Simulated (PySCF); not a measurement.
# ECD: `C[C@@H](Br)[C@@H]1[C@@H]2C=C[C@@H]21`, C₇H₉Br

Geometry:
```json
{"atom": "C1", "x (Å)": "-2.018", "y (Å)": "0.843", "z (Å)": "-0.333"}
{"atom": "C2", "x (Å)": "-1.026", "y (Å)": "0.251", "z (Å)": "0.650"}
{"atom": "Br3", "x (Å)": "-2.016", "y (Å)": "-0.594", "z (Å)": "2.145"}
{"atom": "C4", "x (Å)": "-0.148", "y (Å)": "-0.790", "z (Å)": "0.021"}
{"atom": "C5", "x (Å)": "1.193", "y (Å)": "-1.209", "z (Å)": "0.570"}
{"atom": "C6", "x (Å)": "1.901", "y (Å)": "0.007", "z (Å)": "1.131"}
{"atom": "C7", "x (Å)": "1.831", "y (Å)": "0.676", "z (Å)": "-0.018"}
{"atom": "C8", "x (Å)": "1.115", "y (Å)": "-0.448", "z (Å)": "-0.737"}
{"atom": "H9", "x (Å)": "-2.660", "y (Å)": "1.572", "z (Å)": "0.156"}
{"atom": "H10", "x (Å)": "-2.644", "y (Å)": "0.066", "z (Å)": "-0.767"}
{"atom": "H11", "x (Å)": "-1.472", "y (Å)": "1.339", "z (Å)": "-1.135"}
{"atom": "H12", "x (Å)": "-0.431", "y (Å)": "1.034", "z (Å)": "1.123"}
{"atom": "H13", "x (Å)": "-0.718", "y (Å)": "-1.606", "z (Å)": "-0.418"}
{"atom": "H14", "x (Å)": "1.450", "y (Å)": "-2.237", "z (Å)": "0.753"}
{"atom": "H15", "x (Å)": "2.240", "y (Å)": "0.231", "z (Å)": "2.124"}
{"atom": "H16", "x (Å)": "2.096", "y (Å)": "1.665", "z (Å)": "-0.340"}
{"atom": "H17", "x (Å)": "1.300", "y (Å)": "-0.788", "z (Å)": "-1.740"}
```

Computed, not measured: TDDFT PBE0/def2-SVPD circular dichroism and optical rotation, one conformer, gas phase in PySCF. Geometry: GFN2-xTB.

The molecule is flexible and this is one conformer; a measurement averages over conformers. The calculation is non-relativistic, which matters for the atoms heavier than Zn.

Task: Assign R or S to each stereocentre.

Result: C2 R, C5 R, C8 S.

Task: Which excitations and rotatory strengths does the calculation give?

Result: Rotatory strengths R in 10⁻⁴⁰ esu² cm², velocity form and length form (origin at the centre of mass); f in length form.
| state | E (eV) | λ (nm) | f | R (velocity) | R (length) | main |
| --- | --- | --- | --- | --- | --- | --- |
| 1 | 4.96 | 250 | 0.008 | +19.9 | +19.3 | HOMO→LUMO 0.96 |
| 2 | 5.53 | 224 | 0.005 | -15.4 | -15.1 | HOMO→LUMO+1 0.94 |
| 3 | 6.00 | 207 | 0.003 | -0.3 | 0.0 | HOMO−1→LUMO+1 0.55, HOMO−1→LUMO 0.42 |
| 4 | 6.08 | 204 | 0.007 | -18.0 | -18.9 | HOMO−2→LUMO+1 0.48, HOMO−2→LUMO 0.45 |
| 5 | 6.38 | 194 | 0.010 | +4.1 | +3.8 | HOMO→LUMO+2 0.87 |
| 6 | 6.44 | 193 | 0.003 | -12.1 | -11.8 | HOMO−1→LUMO 0.54, HOMO−1→LUMO+1 0.41 |
| 7 | 6.50 | 191 | 0.018 | -4.6 | -4.7 | HOMO−2→LUMO 0.49, HOMO−2→LUMO+1 0.46 |
| 8 | 6.63 | 187 | 0.036 | +5.2 | +5.5 | HOMO→LUMO+3 0.96 |

For state 3 the two forms differ in sign, so the sign of R isn't settled.

Among the states computed, the strongest CD band (largest |R|) is state 1. The largest dissymmetry factor in size, g = 4R/(D+G), with D and G the electric and magnetic dipole strengths, is -0.039 for state 6 (velocity form, f = 0.003), among bands with |R| over 0.5. The mirror image has the same energies and oscillator strengths and all R with the opposite sign.
